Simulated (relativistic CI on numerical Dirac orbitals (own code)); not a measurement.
Hyperfine structure of Ba LV, mass number 137

Computed by Dirac-Coulomb-Breit CI, orbitals from a KLI potential per configuration, a model potential for QED, unscaled Slater integrals (own radial code, finite nucleus).

Configurations in the expansion: 1s², 1s2s, 1s2p, 1s3s, 1s3p, 1s3d, 1s4s, 1s4p, 1s4d, 1s4f, 1s5s, 1s5p, 1s5d, 1s5f, 1s5g, 1s6s, 1s6p, 1s6d, 2s². Levels of other configurations are missing.

Nuclear spin I = 3/2, μ = 0.9375 μN, Q = 0.236 b (tables of Stone and Pyykkö). The electronic factors are computed for point nuclear moments, without core polarisation or the Bohr-Weisskopf and QED corrections.

| Level | E (Ry) | A (GHz) | B (GHz) |
| --- | --- | --- | --- |
| 1s2s ³S1 | 2390.13 | 20480 | -0.00302 |
| 1s2p ³P°1 | 2396.08 | 18810 | -9.71 |
| 1s2p ³P°2 | 2429.56 | 9197 | 171 |
| 1s2p ¹P°1 | 2432.26 | -8690 | 94.3 |
| 1s3s ³S1 | 2842.92 | 18780 | -0.00392 |
| 1s3p ³P°1 | 2844.54 | 18270 | -2.64 |
| 1s3p ³P°2 | 2854.50 | 9083 | 53 |
| 1s3d ³D2 | 2855.13 | 9067 | 10.4 |

Levels with J = 0, under 50 % of one LS term, or S terms without an open s electron are left out. Small factors come from cancelling terms and can be off by tens of per cent or more.

At this charge energies of transitions that change n are usually good to better than 1 %, and those within a shell (Δn = 0) to a few per cent.

Problem. Give the hyperfine levels of 1s2s ³S1 relative to its centre of gravity.

Solution. With K = F(F + 1) − I(I + 1) − J(J + 1), E = AK/2 + B[¾K(K + 1) − I(I + 1)J(J + 1)]/[2I(2I − 1)J(2J − 1)]: F = 1/2: -51210, F = 3/2: -20480, F = 5/2: 30730 GHz.

LS names give the leading component of a level, which can be under half, so a name can repeat, a term be missing and a line seem to break the LS rules.
